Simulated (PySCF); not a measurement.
These are PySCF with PBE-D3(BJ)/def2-TZVP // PBE0-D3(BJ)/def2-SVP values and carry that method's errors. All species are isolated molecules in the gas phase. 

Reference species (SMILES): `[GeH4]` (neutral, multiplicity 1).

| Property | Result |
|---|---|
| HOMO–LUMO gap | 8.51 eV |
| HOMO | -8.34 eV |

Changed species: `[SiH3][GeH]([SiH3])[SiH3]` (3 of 4 H replaced by SiH3; the reference has 0 of 4 H replaced by SiH3).

Task: What does the change do to the HOMO–LUMO gap and HOMO?

Result: the HOMO–LUMO gap drops by 2.64 eV, to 5.87 eV; the HOMO increases by 1.48 eV, to -6.86 eV.
